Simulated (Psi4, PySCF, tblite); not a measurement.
Approach curve of the dimer N2 ··· C2H6O (SMILES N#N and COC). Monomers: optimised at B3LYP-D3(BJ) (def2-TZVP), held rigid. Orientation: a random orientation, not optimised. R is the distance of the centres of mass, along which the second monomer moves.

Geometry at R = 3.87 Å (first 2 atoms: monomer A):
```
11

N      0.5455     0.0000     0.0000
N     -0.5455     0.0000     0.0000
C      3.1317    -0.0688     3.4555
O      2.1179    -0.8728     2.8973
C      2.5791    -1.6477     1.8143
H      3.9605    -0.6777     3.8411
H      3.5357     0.6378     2.7181
H      2.6894     0.4907     4.2783
H      3.3813    -2.3316     2.1226
H      1.7362    -2.2314     1.4475
H      2.9579    -1.0151     1.0003
```

Computed with: RMP2/3-21G = restricted MP2 (frozen core)/3-21G, no counterpoise correction (PySCF); RKS-B3LYP/6-31G* = restricted B3LYP/6-31G*, spherical d, no counterpoise correction in PySCF; GFN2-xTB (tblite); SAPT0/jun-cc-pVDZ, frozen core (Psi4).

Interaction energies in kJ/mol; the last columns give the difference from SAPT0:

| R / Å | RMP2/3-21G | RKS-B3LYP/6-31G* | GFN2-xTB | SAPT0/jun-cc-pVDZ | RMP2/3-21G − SAPT0/jun-cc-pVDZ | RKS-B3LYP/6-31G* − SAPT0/jun-cc-pVDZ | GFN2-xTB − SAPT0/jun-cc-pVDZ |
|---|---|---|---|---|---|---|---|
| 3.27 | 10.18 | 18.91 | 4.63 | 17.47 | -7.29 | 1.44 | -12.84 |
| 3.50 | 0.04 | 6.80 | -1.10 | 5.49 | -5.45 | 1.31 | -6.59 |
| 3.69 | -3.18 | 2.31 | -2.80 | 1.00 | -4.18 | 1.31 | -3.80 |
| 3.87 | -4.12 | 0.38 | -3.23 | -0.93 | -3.19 | 1.31 | -2.30 |
| 4.09 | -3.92 | -0.51 | -3.08 | -1.76 | -2.16 | 1.25 | -1.32 |
| 4.27 | -3.29 | -0.68 | -2.76 | -1.85 | -1.44 | 1.16 | -0.92 |
| 4.60 | -2.06 | -0.58 | -2.11 | -1.55 | -0.51 | 0.97 | -0.57 |
| 4.91 | -1.25 | -0.38 | -1.58 | -1.17 | -0.08 | 0.79 | -0.41 |
| 5.36 | -0.67 | -0.20 | -1.01 | -0.75 | 0.08 | 0.55 | -0.26 |
| 6.04 | -0.34 | -0.12 | -0.52 | -0.39 | 0.05 | 0.27 | -0.12 |
| 7.09 | -0.16 | -0.08 | -0.20 | -0.16 | 0.00 | 0.08 | -0.04 |
| 8.37 | -0.07 | -0.05 | -0.08 | -0.07 | -0.01 | 0.02 | -0.01 |

RMP2/3-21G is furthest from SAPT0/jun-cc-pVDZ at 3.27 (-7.29 kJ/mol, below); its mean absolute difference over the points is 2.04 kJ/mol.

RKS-B3LYP/6-31G* is furthest from SAPT0/jun-cc-pVDZ at 3.27 (1.44 kJ/mol, above); its mean absolute difference over the points is 0.87 kJ/mol.

GFN2-xTB is furthest from SAPT0/jun-cc-pVDZ at 3.27 (-12.84 kJ/mol, below); its mean absolute difference over the points is 2.43 kJ/mol.
